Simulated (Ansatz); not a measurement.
One change: `C[Se][GeH2][OH]` becomes `C[Se][GeH2][F]`.

Ansatz, PBE0-D4/def2-TZVP geometries, multiplicity 1. Each molecule was computed in one conformer, which needn't be the lowest.

Scalar relativity is left out up to krypton.

| property | `C[Se][GeH2][OH]` |
| --- | --- |
| LUMO energy (B3LYP/def2-TZVPP) / eV | -0.41 |
| size of the dipole moment (B3LYP/def2-TZVPP) / D | 0.60 |
| HOMO–LUMO gap (PBE/def2-TZVPP) / eV | 4.54 |
| size of the dipole moment (ωB97M-V/def2-TZVPP) / D | 0.52 |
| LUMO energy (PBE/def2-TZVPP) / eV | -1.01 |
| size of the dipole moment (PBE/def2-TZVPP) / D | 0.62 |

(1) What does the change do to each property? (Estimate.)

Answers

(1) Computed: 
| property | `C[Se][GeH2][F]` | shift |
| --- | --- | --- |
| LUMO energy (B3LYP/def2-TZVPP) / eV | -0.63 | -0.22 |
| size of the dipole moment (B3LYP/def2-TZVPP) / D | 2.07 | 1.47 |
| HOMO–LUMO gap (PBE/def2-TZVPP) / eV | 4.57 | 0.03 |
| size of the dipole moment (ωB97M-V/def2-TZVPP) / D | 2.04 | 1.52 |
| LUMO energy (PBE/def2-TZVPP) / eV | -1.25 | -0.24 |
| size of the dipole moment (PBE/def2-TZVPP) / D | 1.97 | 1.35 |

Dipoles are sizes alone; their direction can turn.

B3LYP here is the variant with VWN-RPA as its local correlation; programs differ in this.

Spin–orbit coupling is left out; it splits and shifts lone-pair levels of the heavy atoms by tenths of an eV.
